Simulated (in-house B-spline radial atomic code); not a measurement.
A fraction x of an electron is removed from 4d in Sn2+, starting from [Kr] 4d10 5s2 and keeping the highest spin. Computed with a radial B-spline atomic code at the basis-set limit: scalar-relativistic (X2C) SCAN, spin-polarised, spherical fractional occupations, Fermi nucleus of rms radius 4.6519 fm.

```tsv
x	E(x) - E(0) (eV)	4d down level (eV)
0	0.0000	-43.917
0.03	1.3247	-44.394
0.21	?	?
0.32	14.8743	-49.069
0.43	20.3707	-50.869
0.5	?	?
0.6	29.2568	-53.679
0.68	33.6044	-55.013
0.83	42.0451	-57.534
0.96	49.6676	-59.739
1	52.0707	-60.421
```

What belongs in the row x = 0.21?

An energy change of 9.5751 eV; 4d down at -47.284 eV.

What belongs in the row x = 0.5?

An energy change of 23.9719 eV; 4d down at -52.022 eV.

Check Janak's theorem between x = 0.32 and 0.43.

The slope of the energy is 49.97 eV; the orbital levels give 49.97 eV (-ε of the emptying orbital, averaged over the two points).
